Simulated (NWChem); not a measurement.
Molecule: SiH2OBrCl; SMILES Cl[SiH](Br)O

```xyz
6

Si    -0.4922     0.5991     0.4350
O     -1.9082     0.9166    -0.3324
Cl     0.9666     1.9376    -0.1269
Br     0.2399    -1.4358    -0.0532
H     -0.7439     0.7051     1.8831
H     -1.9297     0.8888    -1.2947
```
Atoms are numbered in this order, from 1.

Results from NWChem. Medium grid unless said otherwise, to which SCAN and Minnesota functionals are sensitive. All runs use the structure optimised with PBE0/def2-SVP. Total energies of different functionals are on different scales.

```
level               energy (Ha)  highest occupied level (eV)  orbital gap (eV)  dipole (D)
------------------  -----------  ---------------------------  ----------------  ----------
B3LYP/def2-SVP       -3399.8661                        -8.22              8.38        1.08
PBE/def2-SVP         -3399.0018                        -7.16              6.57        1.14
TPSS/def2-SVP        -3399.7706                        -7.34              6.92        1.18
PW91/def2-SVP        -3399.8975                        -7.20              6.55        1.14
BP86/def2-SVP        -3400.1499                          ___              6.57        1.16
MN15-L/def2-SVP      -3399.6374                        -7.83              8.01        1.21
CAM-B3LYP/def2-SVP   -3399.9256                        -9.83             11.39        1.08
```

Q: What belongs in the gaps?

A: 
- BP86/def2-SVP, highest occupied level (eV): -7.27
